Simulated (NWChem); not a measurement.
Total energies of dimethyl selenide (C2H6Se)

SMILES: C[Se]C
```xyz
9

C     -1.4564     0.0000     0.8124
Se     0.0000     0.0000    -0.4703
C      1.4564     0.0000     0.8124
H     -1.4246     0.9007     1.4415
H     -2.3925     0.0000     0.2375
H     -1.4246    -0.9007     1.4415
H      1.4246     0.9007     1.4415
H      2.3925     0.0000     0.2375
H      1.4246    -0.9007     1.4415
```
Charge 0, spin multiplicity 1.

All runs are NWChem calculations. Structure: optimised with PBE0/def2-SVP, a minimum by its harmonic frequencies.

Basis set: def2-SVP (90 functions).

```
method   total energy (Ha)  relative cost
-------  -----------------  -------------
RHF            -2478.70911              1
MP2            -2479.24114              3
B2PLYP         -2480.52196              4
PBE            -2480.53727        under 3
B3LYP          -2481.05568        under 3
M06-2X         -2480.99211        under 3
CCSD(T)        -2479.29234            100
```

Total energies of different functionals aren't comparable as a measure of quality: only differences taken within one method are. Costs are rough ratios of processor time within this set of runs, SCF included, with RHF as 1.

The Hamiltonian is non-relativistic. The correlated methods keep 11 core orbitals frozen. B3LYP has NWChem's definition, with VWN1-RPA local correlation. Coupled-cluster values serve here as a point of comparison, not as the truth.
